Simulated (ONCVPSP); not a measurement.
## Which change was made? (Ge, ONCV)

| Quantity | Value |
| --- | --- |
| Element | Ge |
| Generator | ONCVPSP 4.0.1 |
| Type | optimised norm-conserving Vanderbilt (ONCV) |
| Functional | PBEsol |
| Relativity | scalar-relativistic |
| Frozen core | [Ar] |
| Valence charge | 14 |
| Reference configuration | 3d10 4s2 (charge +2) |
| Partial waves | 4s: rc 1.65 bohr, ncon 5, nbas 10, qcut 3.6 1/bohr, 1 projector; p scattering state at 0.15 Ha: rc 1.70 bohr, ncon 4, nbas 9, qcut 5.4 1/bohr, 1 projector; 3d: rc 0.65 bohr, ncon 4, nbas 7, qcut 14.3 1/bohr, local |
| Local potential | the d channel |
| Core correction | polynomial model core, fcfact 0.5 |

In the p channel the program set the typed energies aside and used 0.050 Ha.

Cutoffs, loose and tight: the cutoffs (Ha) at which the residual kinetic energy of the hardest occupied pseudo-wave falls to 1 and 0.1 mHa per electron. They do not see the model core or the augmentation charge, which bear on the density cutoff. Test errors are all-electron minus pseudo excitation energies from the reference, over the configurations 3d10 4s2 4p2; 3d10 4s2 4p1; 3d10 4s1; 3d10 4s0; variants that change the core or the reference have their own tests.

The base gives: outcome: generated, projector energies reset by the program; cutoff, loose: 415 Ha; cutoff, tight: 556 Ha; bound ghosts: s, p; GHOST(+) flags above zero: none; largest test error (meV): +164.

(1) After one change the result is: outcome: generated, projector energies reset by the program; cutoff, loose: 152 Ha; cutoff, tight: 243 Ha; bound ghosts: s, p; GHOST(+) flags above zero: none; largest test error (meV): +189. Which change was it?
A. all radii but the core radius scaled by about 1.33 (s 2.20, p 2.26, d 0.86 bohr)
B. all radii but the core radius scaled by about 0.84 (s 1.38, p 1.44, d 0.54 bohr)
C. all radii but the core radius scaled by about 0.92 (s 1.52, p 1.56, d 0.60 bohr)
D. all radii but the core radius scaled by about 1.13 (s 1.86, p 1.92, d 0.74 bohr)

## Answers

(1) A. The others give: all radii but the core radius scaled by about 1.13 (s 1.86, p 1.92, d 0.74 bohr) → outcome: generated, projector energies reset by the program; cutoff, loose: 304 Ha; cutoff, tight: 372 Ha; bound ghosts: s, p; GHOST(+) flags above zero: s; largest test error (meV): +173 | all radii but the core radius scaled by about 0.84 (s 1.38, p 1.44, d 0.54 bohr) → outcome: generated, projector energies reset by the program; cutoff, loose: 616 Ha; cutoff, tight: 831 Ha; bound ghosts: s, p; GHOST(+) flags above zero: none; largest test error (meV): +197 | all radii but the core radius scaled by about 0.92 (s 1.52, p 1.56, d 0.60 bohr) → outcome: generated, projector energies reset by the program; cutoff, loose: 492 Ha; cutoff, tight: 662 Ha; bound ghosts: s, p; GHOST(+) flags above zero: none; largest test error (meV): +179.
